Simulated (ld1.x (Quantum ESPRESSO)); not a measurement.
# Which change was made? (Nb, RRKJ)

ld1.x (Quantum ESPRESSO) 7.5 input, shortened:

```
&input
   title='Nb', zed=41., rel=1, dft='PBE', iswitch=3,
   config='[Kr] 4d4 5s1 5p0'
 /
 &inputp
   pseudotype=2, tm=.false., lloc=0,
   nlcc=.false.
 /
3
5P  2  1   0.00   0.00  3.80  3.80  0.0
4D  3  2   4.00   0.00  2.50  2.50  0.0
5S  1  0   1.00   0.00  2.95  2.95  0.0
 &test
   configts(1)='4d4 5s1 5p0'
 /
```

Cutoffs, loose and tight: the cutoffs (Ry, on a coarse ladder) from which the occupation-weighted sum of valence levels, in a spherical-Bessel basis at the reference potential, stays within 10 and 1 mRy of its value at 400 Ry. They do not see the model core or the augmentation charge, which bear on the density cutoff. Test errors are all-electron minus pseudo excitation energies from the reference, over the configurations 4d4 5s0 5p0; 4d3 5s0 5p0; 4d2 5s0 5p0; 4d3 5s1 5p0; 4d3 5s2 5p0; 4d3 5s1 5p1; 4d1 5s0 5p0; variants that change the core or the reference have their own tests.

The base gives: outcome: generated; cutoff, loose: 25 Ry; cutoff, tight: 30 Ry; bound ghosts: none; largest test error (meV): +374.

Q: After one change the result is: outcome: generated; cutoff, loose: 25 Ry; cutoff, tight: 30 Ry; bound ghosts: none; largest test error (meV): -976. Which change was it?
A. core correction a·sin(br)/r model core inside 2.20 bohr
B. core correction a·sin(br)/r model core inside 1.36 bohr
C. core correction a·sin(br)/r model core inside 2.90 bohr
D. core correction a·sin(br)/r model core inside 2.60 bohr

A: A. The others give: core correction a·sin(br)/r model core inside 1.36 bohr → outcome: generated; cutoff, loose: 25 Ry; cutoff, tight: 30 Ry; bound ghosts: none; largest test error (meV): -1407 | core correction a·sin(br)/r model core inside 2.90 bohr → outcome: generated; cutoff, loose: 25 Ry; cutoff, tight: 30 Ry; bound ghosts: none; largest test error (meV): -199 | core correction a·sin(br)/r model core inside 2.60 bohr → outcome: generated; cutoff, loose: 25 Ry; cutoff, tight: 30 Ry; bound ghosts: none; largest test error (meV): -460.
